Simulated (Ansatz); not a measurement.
Total energies of CH5BrOSi, SMILES `OC[SiH2]Br`.

```xyz
9

O     1.454   -0.588    0.776
C     0.042   -0.500    0.783
Si   -0.606    0.708   -0.510
Br    0.285    0.060   -2.454
H     1.737   -0.805   -0.118
H    -0.250   -0.142    1.776
H    -0.433   -1.483    0.650
H    -2.083    0.656   -0.639
H    -0.146    2.094   -0.264
```

Total charge 0; spin multiplicity 1. Correlated methods include outer-core shells of Br, which these sets cover unevenly. Scalar relativity is left out up to krypton. Geometry: relaxed with PBE0-D4/def2-TZVP. It is one conformer, not always the lowest. Basis def2-TZVPP, the Gaussian-basis code of Ansatz.

RPA on PBE orbitals: Hartree–Fock energy of these orbitals -2977.03445 Eh, correlation -1.30658 Eh (frozen core).

```json
{"functional": "PBE", "kind": "GGA", "energy without D4 (Eh)": "-2979.40452", "D4 term (kJ/mol)": "-18.8"}
{"functional": "BLYP", "kind": "GGA", "energy without D4 (Eh)": "-2980.06147", "D4 term (kJ/mol)": "-41.2"}
```

Question: Give the same for LDA (SPW92), revPBE, r2SCAN, B97M-V, PBE0, B3LYP, r2SCANh, r2SCAN0, HSE06 (plane-wave form), BHLYP, CAM-B3LYP, LC-ωPBE, ωB97X-V, ωB97M-V, B2PLYP, PBE-QIDH. (Estimate.)

Answer: Computed: 
| functional | kind | energy without D4 (Eh) | D4 term (kJ/mol) |
| --- | --- | --- | --- |
| LDA (SPW92) | LDA | -2974.43184 | – |
| revPBE | GGA | -2979.75935 | -54.4 |
| r2SCAN | meta-GGA | -2979.97664 | -4.4 |
| B97M-V | meta-GGA with VV10 | -2979.51923 | – |
| PBE0 | global hybrid, 25 % exact exchange | -2979.53107 | -15.9 |
| B3LYP | global hybrid, 20 % | -2980.13340 | -30.6 |
| r2SCANh | meta-GGA hybrid, 10 % | -2979.96866 | -4.7 |
| r2SCAN0 | meta-GGA hybrid, 25 % | -2979.95785 | -5.3 |
| HSE06 (plane-wave form) | screened hybrid | -2979.52302 | -14.9 |
| BHLYP | global hybrid, 50 % | -2980.00885 | -24.5 |
| CAM-B3LYP | range-separated hybrid | -2980.16447 | -16.3 |
| LC-ωPBE | long-range corrected hybrid | -2979.56905 | – |
| ωB97X-V | range-separated hybrid GGA with VV10 | -2979.76331 | – |
| ωB97M-V | range-separated hybrid meta-GGA with VV10 | -2979.86669 | – |
| B2PLYP | double hybrid | -2979.48808 | – |
| PBE-QIDH | double hybrid | -2979.12270 | – |

B3LYP takes the VWN-RPA correlation (the form of Gaussian; ORCA's B3LYP/G). HSE06 is the plane-wave form, built on full-range PBE exchange. The double hybrids freeze the cores in their second-order part.

LC-ωPBE has ω = 0.4 bohr⁻¹.
